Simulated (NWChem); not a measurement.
Total energies of Sb (+1)

```xyz
1

Sb     0.0000     0.0000     0.0000
```
Charge +1, spin multiplicity 3.

Everything below was run with NWChem.

Basis set: def2-QZVP (82 functions).

| method | total energy (Ha) | relative cost |
|---|---|---|
| UHF | -238.96290 | 1 |
| UMP2 | -239.46125 | under 3 |
| UB2PLYP | -239.75218 | under 3 |
| UPBE | -239.87899 | under 3 |
| UB3LYP | -239.96637 | under 3 |
| UCAM-B3LYP | -239.87396 | under 3 |

Total energies of different functionals aren't comparable as a measure of quality: only differences taken within one method are. The cost column gives rough processor time relative to UHF; each entry includes its own SCF.

Effective core potentials replace the inner electrons of Sb; spin-orbit coupling is left out. The correlated methods keep 4 core orbitals frozen. B3LYP has NWChem's definition, with VWN1-RPA local correlation. GW and range-separated runs recompute their integrals, the others keep them in memory, which bears on the times. The stability of the SCF solutions was not checked. Open-shell Hartree-Fock references start from PBE0 orbitals; any time given for them includes that run.
